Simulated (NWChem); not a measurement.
System meant: CrNH₂O₂F; SMILES [Cr]([F])([OH])(=[NH])=[O]

Here is an NWChem input.

```
start job
memory heap 200 mb stack 900 mb global 1100 mb
geometry units angstroms noautoz
  Cr     0.004557     0.011668     0.041492
  O      0.882044     0.188868     1.277294
  N      0.926197    -0.041233    -1.260923
  H      1.945368     0.018181    -1.367557
  F     -1.079816     1.322139    -0.120130
  O     -0.869949    -1.473064     0.165878
  H     -0.936342    -1.999554    -0.642345
end
basis spherical
  Cr library def2-svp
  O library def2-svp
  N library def2-svp
  H library def2-svp
  F library def2-svp
end
dft
  odft
  mult 2
  xc xpbe96 cpbe96
  iterations 150
  mulliken
end
task dft energy
```

End of the output:

```
 Summary of "ao basis" -> "" (spherical)
 ------------------------------------------------------------------------------
       Tag                 Description            Shells   Functions and Types
 ---------------- ------------------------------  ------  ---------------------
 Cr                         def2-svp                11       31   5s3p2d1f
 O                          def2-svp                 6       14   3s2p1d
 N                          def2-svp                 6       14   3s2p1d
 H                          def2-svp                 3        5   2s1p
 F                          def2-svp                 6       14   3s2p1d

  pbe96 is a nonlocal functional; adding pw91lda local functional.

                                 NWChem DFT Module
                                 -----------------

 Summary of "ao basis" -> "ao basis" (spherical)
 ------------------------------------------------------------------------------
       Tag                 Description            Shells   Functions and Types
 ---------------- ------------------------------  ------  ---------------------
 Cr                         def2-svp                11       31   5s3p2d1f
 O                          def2-svp                 6       14   3s2p1d
 N                          def2-svp                 6       14   3s2p1d
 H                          def2-svp                 3        5   2s1p
 F                          def2-svp                 6       14   3s2p1d

  number of electrons :                   58
  multiplicity        :                    2
 ------------------------------------------------------------------------
  no. of electrons and multiplicity not compatible                  58
 ------------------------------------------------------------------------
 ------------------------------------------------------------------------
  current input line :
    26: task dft energy
 ------------------------------------------------------------------------
 ------------------------------------------------------------------------
 There is an error in the input file
 ------------------------------------------------------------------------
 For more information see the NWChem manual at https://nwchemgit.github.io

0: no. of electrons and multiplicity not compatible:Received an Error in Communication
```

Question: Can this run be used? If not, why, and what is the fix?

Answer: The input was rejected before any calculation. Cause: the multiplicity doesn't fit the number of electrons (an even count wants an odd multiplicity, and the reverse). This input runs:
```
start job
memory heap 200 mb stack 900 mb global 1100 mb
geometry units angstroms noautoz
  Cr     0.004557     0.011668     0.041492
  O      0.882044     0.188868     1.277294
  N      0.926197    -0.041233    -1.260923
  H      1.945368     0.018181    -1.367557
  F     -1.079816     1.322139    -0.120130
  O     -0.869949    -1.473064     0.165878
  H     -0.936342    -1.999554    -0.642345
end
basis spherical
  * library def2-svp
end
dft
  xc xpbe96 cpbe96
  iterations 150
  mulliken
end
task dft energy
```
It converges to -1349.91522 Ha (PBE/def2-SVP).
